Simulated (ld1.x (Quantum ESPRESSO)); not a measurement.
# PBE RRKJ dataset for Nb, scalar-relativistic all-electron reference.

* Element: niobium
* Generator: ld1.x (Quantum ESPRESSO) 7.5
* Type: norm-conserving RRKJ (Kleinman–Bylander form)
* Functional: PBE
* Relativity: scalar-relativistic
* Frozen core: [Kr]
* Valence charge: 5
* Reference configuration: 4d4 5s1 5p0
* Partial waves: 5p (bound, empty): rc 3.95 bohr; 4d (bound): rc 2.60 bohr; 4f channel at 0.1 Ry: rc 3.20 bohr; 5s (bound): rc 2.35 bohr
* Local potential: the s channel
* Core correction: Bessel-smoothed model core inside 1.45 bohr

All-electron outer shells of the reference configuration (PBE, scalar-relativistic, ld1.x):

| shell | level (eV) | outermost node (bohr) | outermost maximum (bohr) |
| --- | --- | --- | --- |
| 4s | -58.39 | 0.53 | 1.04 |
| 4p | -34.52 | 0.54 | 1.12 |
| 5s | -3.98 | 1.41 | 3.08 |
| 4d | -3.04 | 0.55 | 1.49 |
| 5p | -1.11 | 1.63 | 4.26 |

Question: Estimate the cutoffs (Ry, on a coarse ladder) from which the occupation-weighted sum of valence levels, in a spherical-Bessel basis at the reference potential, stays within 10 and 1 mRy of its value at 400 Ry.

Answer: 21 Ry and 25 Ry.

Question: Does the potential have ghost states?

Answer: No extra level below or beside the all-electron valence levels (p, d, f, s tested).

Question: Tests: 4d4 5s0 5p0; 4d3 5s0 5p0; 4d2 5s0 5p0; 4d4 5s0.5 5p0; 4d1 5s0 5p0; 4d4 5s0 5p1; 4d5 5s0 5p0. Which has the largest error in its energy relative to the reference configuration, and how large is it?

Answer: 4d1 5s0 5p0, with -1273 meV (all-electron minus pseudo) on +82.31 eV.
